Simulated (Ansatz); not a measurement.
A made-up structure of GeH$_{2}$ClO (charge +1), closed shell:

O1  (-1.272, 0.431, -0.512)
Ge2  (0.480, 0.228, 0.188)
Cl3  (1.327, -1.872, 0.556)
H4  (-1.864, -0.451, -0.734)
H5  (1.329, 1.663, 0.503)
(Å)

It is relaxed with PBE-D4/def2-SVP and then PBE0-D4/def2-TZVP (Ansatz 0.2.0). Atoms count as bonded within 1.22 times the sum of their covalent radii (H–H: 0.88 Å). The end point is not checked to be a true minimum.

Problem. Does its bonding change? (A judgement: the text doesn't fix the answer.)

Solution. By the calculation: No: no bond forms or breaks.

Where it ends: The first stage lowers the energy by 1.05 eV in 6 steps. It ends as GeH₂ClO ([OH][GeH][Cl]), total charge +1:
```
atom    x (Å)    y (Å)    z (Å)
  O1  -1.1361   0.3851  -0.4569
 Ge2   0.4290   0.2036   0.1672
 Cl3   1.1849  -1.6713   0.4965
  H4  -1.6643  -0.4023  -0.6561
  H5   1.1865   1.4849   0.4494
```

Labels in which every atom is bracketed show which atoms are joined, not bond orders.

For scale, one of the runs: PBE0-D4/def2-TZVP relaxation, 128 basis functions, launched by `ansatz run in.yaml --threads 2 --pin off --events-out ev --progress --plain --max-ram 4352MiB`. The run took about 19 s on 2 CPU threads of an Arm Neoverse V2 (shared host).
